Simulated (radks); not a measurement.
Neutral molybdenum inside a hard spherical wall (all orbitals vanish at R), configuration held at [Kr] 4d5 5s1 and not refilled when levels cross. Method: scalar-relativistic Kohn-Sham, PBEsol, spin-unpolarised, spherical densities, point nucleus; computed with a radial shooting solver on a logarithmic mesh with Libxc functionals. Eigenvalues in eV, with the zero of energy where the potential of the charges vanishes at infinity; a dash marks a level that is unbound or too diffuse for the functional's potential to be trusted. A positive occupied level is held by the wall or, in an anion where self-interaction has pushed it up, behind a barrier. The pressure on the wall is -dE/dV.

| R (bohr) | E (hartree) | kinetic (hartree) | e(4s) | e(4p) | e(5s) | e(4d) | e(5p, empty) | e(6s, empty) | pressure (GPa) |
|---|---|---|---|---|---|---|---|---|---|
| free | -4046.43747 | 4171.894 | -64.302 | -38.456 | -4.119 | -3.769 | -1.011 | - | 0 |
| 12 | -4046.43738 | 4171.895 | -64.292 | -38.446 | -4.111 | -3.760 | -0.944 | 1.115 | 0.00151 |
| 10 | -4046.43674 | 4171.900 | -64.244 | -38.398 | -4.069 | -3.716 | -0.787 | 2.301 | 0.0180 |
| 7 | -4046.42040 | 4172.002 | -63.600 | -37.763 | -3.436 | -3.145 | 0.508 | 8.469 | 0.865 |
| 5 | -4046.28457 | 4172.613 | -60.884 | -35.134 | -0.102 | -0.730 | 5.592 | 25.988 | 16.5 |
| 3 | -4044.34606 | 4179.721 | -46.777 | -21.582 | 30.162 | 14.443 | 43.832 | 124.55 | 862 |
| 2.5 | -4041.50304 | 4189.932 | -35.371 | -9.854 | 64.499 | 29.061 | 83.131 | 211.93 | 3440 |
